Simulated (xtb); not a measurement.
xtb input (GFN2-xTB):

```bash
xtb mol.xyz --gfn 2 --ohess tight --chrg -1 --uhf 0
```
mol.xyz:
```
5

O     -1.70506738     0.62643473     0.54085600
C     -1.06526803    -0.14734429    -0.14446003
B      0.42416809    -0.13658294    -0.18020253
F      1.11311955     1.08588687    -0.53398868
F      1.12572796    -1.29659400     0.30417867
```

End of the output:

```
   ------------------------------------------------------------------------
    298.15    0.609008E-02    0.204481E-01    0.345559E-01   -0.141078E-01
   ------------------------------------------------------------------------

         :::::::::::::::::::::::::::::::::::::::::::::::::::::
         ::                  THERMODYNAMIC                  ::
         :::::::::::::::::::::::::::::::::::::::::::::::::::::
         :: total free energy         -17.155307654446 Eh   ::
         ::.................................................::
         :: total energy              -17.141199827839 Eh   ::
         :: zero point energy           0.014357986739 Eh   ::
         :: G(RRHO) w/o ZPVE           -0.028465813346 Eh   ::
         :: G(RRHO) contrib.           -0.014107826607 Eh   ::
         :::::::::::::::::::::::::::::::::::::::::::::::::::::

optimized geometry written to: xtbopt.xyz

           -------------------------------------------------
          | TOTAL ENERGY              -17.141199827839 Eh   |
          | TOTAL ENTHALPY            -17.120751758392 Eh   |
          | TOTAL FREE ENERGY         -17.155307654446 Eh   |
          | GRADIENT NORM               0.000172344810 Eh/α |
          | HOMO-LUMO GAP               1.181393934824 eV   |
           -------------------------------------------------

------------------------------------------------------------------------
------------------------------------------------------------------------
 total:
 SCF:
 ANC optimizer:
 analytical hessian:
```

It need not be the lowest isomer of its formula. Whether it binds its extra electron was not tested at this geometry.
